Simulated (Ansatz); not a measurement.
`C[CH2][Sn][Cl]` + H₂O → `[OH][Sn][Cl]` + `CC` at 600 K and 1 bar (formal hydrolysis of the Sn–C bond).

Gas-phase electronic energies from Ansatz, PBE0-D4/def2-TZVP geometries. CCSD(T)/CBS adds triple-zeta CCSD(T) − MP2 to the extrapolated MP2 energy (def2 sets, frozen cores). This one scheme is used for every species. Elements past krypton have def2 core potentials. For Sn outer-core shells are correlated without core-valence functions, which leaves a few kJ/mol of doubt a bond. Each species was taken in one conformer, which may not be the lowest.

```json
{"species": "`C[CH2][Sn][Cl]`", "CCSD(T)/CBS energy (Eh)": "-752.96755", "H − E (kJ/mol)": "223.2", "S (J/(mol·K))": "431.5"}
{"species": "H₂O", "CCSD(T)/CBS energy (Eh)": "-76.37941", "H − E (kJ/mol)": "76.8", "S (J/(mol·K))": "212.8"}
{"species": "`[OH][Sn][Cl]`", "CCSD(T)/CBS energy (Eh)": "-749.66523", "H − E (kJ/mol)": "70.8", "S (J/(mol·K))": "351.2"}
{"species": "`CC`", "CCSD(T)/CBS energy (Eh)": "-79.71954", "H − E (kJ/mol)": "228.8", "S (J/(mol·K))": "274.9"}
```

H − E and S are ideal-gas, rigid-rotor, harmonic terms from PBE0-D4/def2-TZVP, for one conformer and one mirror image of each species. 1 Eh = 2625.50 kJ/mol, R = 8.31446 J/(mol·K).

By hand: ΔE, ΔH, ΔS and ΔG.

ΔE = (-749.66523) + (-79.71954) − (-752.96755) − (-76.37941) = -0.03781 Eh = -99.3 kJ/mol. Δ(H − E) = 70.8 + 228.8 − 223.2 − 76.8 = -0.4, so ΔH = -99.7 kJ/mol. ΔS = 351.2 + 274.9 − 431.5 − 212.8 = -18.2 J/(mol·K). ΔG = -99.7 − 600 × (-18.2)/1000 = -88.8 kJ/mol.

By hand: the equilibrium constant, and the temperature at which ΔG would vanish if ΔH and ΔS stayed fixed.

log₁₀ K = −ΔG/(RT ln 10) = 7.7. ΔG = 0 at ΔH/ΔS = 5478 K, far beyond where these terms or the molecules hold.

ΔH outweighs TΔS. A doubt of 5 kJ/mol in ΔE shifts log₁₀ K by 0.4 here. Other conformers and mirror images would add mixing entropy, several J/(mol·K) or more a flexible species. Modes under 60 cm⁻¹, often nearly free rotors, make the harmonic entropy too high. These are equilibria of isolated gas molecules and say nothing of rates. Largest T1 diagnostic: 0.017 (customary marks: 0.02 for closed shells, 0.045 for open ones).
